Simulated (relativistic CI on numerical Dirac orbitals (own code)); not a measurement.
Method of calculation: Dirac-Coulomb-Breit CI, orbitals from a KLI potential per configuration, QED by a radiative potential, unscaled Slater integrals (own radial code, finite nucleus).

The strongest absorption lines from the ground level of an ion, among the configurations computed and to levels below about 2890 eV (vacuum wavelength in Å, gf): 4.7383 (0.46), 4.8801 (0.43), 4.8914 (1.3), 4.8919 (0.78), 4.9010 (3.2), 4.9085 (0.9), 5.0593 (3.2), 5.0805 (1).

Task: Which ion is it?
A. Zr XXXV
B. Tc XXXVI
C. Pd XXXIX
D. Zr XXXIII

Result: D. Zr XXXIII has 8 electrons and the ground level 2s²2p⁴ ³P2; the strongest line goes to 2s²2p³3d ³D°3. The pattern of lines fixes the number of electrons, and along that sequence the line energies rise steadily with the charge (about as its square where n changes within one kind of shell, about linearly where n is kept but much faster in heavy ions where fine structure, which grows about as Z⁴, sets the gap, and irregularly where shells cross), which fixes Z. Configurations outside the model, such as inner-shell arrays, can give stronger lines. At this charge energies of transitions that change n are usually good to better than 1 %, and those within a shell (Δn = 0) to a few per cent.

LS names give the leading component of a level, which can be under half, so a name can repeat, a term be missing and a line seem to break the LS rules.
